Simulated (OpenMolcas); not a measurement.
Ta2+ (d3) among equal point charges was computed by CASSCF with the d shell active (OpenMolcas, ANO-RCC-VTZP on the metal). Its lowest spin-free states, and all those of the highest spin:

| 2S+1 | Degeneracy | E (cm-1) |
| --- | --- | --- |
| 4 | 1 | 0.0 |
| 2 | 2 | 11046 |
| 2 | 3 | 11464 |
| 4 | 3 | 13945 |
| 2 | 3 | 16305 |
| 4 | 3 | 20222 |
| 2 | 1 | 22802 |
| 2 | 3 | 25263 |
| 2 | 3 | 25685 |
| 2 | 2 | 26194 |
| 2 | 3 | 30269 |
| 4 | 3 | 32325 |

Problem. Is the site octahedral, tetrahedral or cube-like, axial, or of lower symmetry?

Solution. The states with 2S+1 = 4 have orbital degeneracies 1, 3, 3, 3. Threefold states need a cubic site. For d3 at this spin an octahedron puts the single A2 below the threefold T2 and a tetrahedron or cube puts the threefold T1 below the threefold T2, so the site is octahedral. The first gap at this spin, 13900 cm-1, is |10Dq| in ligand-field theory. The run had Ta2+ among 6 point charges of -1.7 e arranged as an octahedron (Oh), 2.26 Å from the ion.

Without dynamic correlation the repulsion within the d shell is too large (B by tens of per cent), so at a given field states of lower spin stand too high. Point charges carry no covalency, so the field is a model and not that of real ligands. No measured value stands beside these numbers.
